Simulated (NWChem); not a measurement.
A series in which one site is exchanged, each optimised at PBE0/def2-SVP with NWChem, gas phase unless a solvent is named. This build's default masses of Se (78.918 u) and Br (79.917 u) are each other's, which moves their modes by up to 0.6 %. For some, no frequency run checked for a minimum. def2 effective core potentials on Te; no spin-orbit coupling.

A: [F][BeH] (BeHF; site = Be)
B: F[SeH] (HSeF; site = Se)
C: [F][MgH] (MgHF; site = Mg)
D: F[TeH] (HTeF; site = Te)

Values for A:

```
Item                                                   Value
-----------------------------------------------------  -----
orbital gap (eV), PBE0/def2-SVP                         9.72
vertical ionisation energy, ΔSCF, B3LYP/def2-SVP (eV)  13.17
lowest singlet excitation, B3LYP/def2-SVPD, TDA (eV)    8.17
```

Problem. How do these values change for the other members?

Solution. 
```
change from A                                              B      C      D
-----------------------------------------------------  -----  -----  -----
orbital gap (eV), PBE0/def2-SVP                        -4.55  -2.27  -5.55
vertical ionisation energy, ΔSCF, B3LYP/def2-SVP (eV)  -3.31  -2.00  -4.04
lowest singlet excitation, B3LYP/def2-SVPD, TDA (eV)   -5.07  -1.47  -5.73
```
